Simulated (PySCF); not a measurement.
A structure optimised at GFN2-xTB (Å):
```
atom  x, y, z in Å
C1    -3.0709   -0.2319    0.1781
C2    -1.8886    0.2365   -0.1720
C3    -0.8623   -0.5356   -0.9387
C4     0.4544   -0.6061   -0.1759
S5     1.1764    1.1061   -0.0738
C6     2.7327    0.5639    0.7666
O7     1.5489    1.4494   -1.4460
H8    -3.7790    0.3612    0.7313
H9    -3.3852   -1.2300   -0.0822
H10   -1.5937    1.2436    0.0943
H11   -0.6704   -0.0315   -1.8912
H12   -1.2287   -1.5431   -1.1493
H13    0.3079   -0.9607    0.8424
H14    1.1728   -1.2353   -0.6986
H15    2.4750    0.1564    1.7374
H16    3.2430   -0.1712    0.1547
H17    3.3609    1.4405    0.8872
```

Neutral, closed shell.

Read off the bonds between heavy atoms and their formal orders.

C1–C2 1.32 Å (double); C2–C3 1.50 Å (single); C3–C4 1.52 Å (single); C4–S5 1.86 Å (single); S5–C6 1.85 Å (single); S5–O7 1.46 Å (double). Bonds to hydrogen (Å): C1–H8 1.08; C1–H9 1.08; C2–H10 1.08; C3–H11 1.09; C3–H12 1.09; C4–H13 1.09; C4–H14 1.09; C6–H15 1.08; C6–H16 1.08; C6–H17 1.09. The orders are those of one drawing; other resonance forms can be drawn.

Write the SMILES.

`C=CCC[S@@](C)=O`, C5H10OS. Among its features: C=C double bond and sulfoxide.

Name the point group.

C1 (no symmetry element, even within 0.4 Å).

Describe the place of each heavy atom.

C1: terminal =CH2 carbon; C2: alkene CH carbon; C3: allylic carbon; C4: sp3 carbon bound to sulfur; S5: sulfinyl sulfur; C6: S-methyl carbon; O7: sulfinyl oxygen.

What is the arrangement about S5?

It has 3 neighbours (C4, C6, O7) and is pyramidal (angles 106.3°, 105.3° and 94.7°, sum 306.3°, 0.74 Å off the plane of its three neighbours).

What is the arrangement about C2?

It has 3 neighbours (C1, C3, H10) and is planar (angles 124.6°, 120.6° and 114.8°, sum 360.0°, 0.00 Å off the plane of its three neighbours).

The numbers are calculated, not measured.
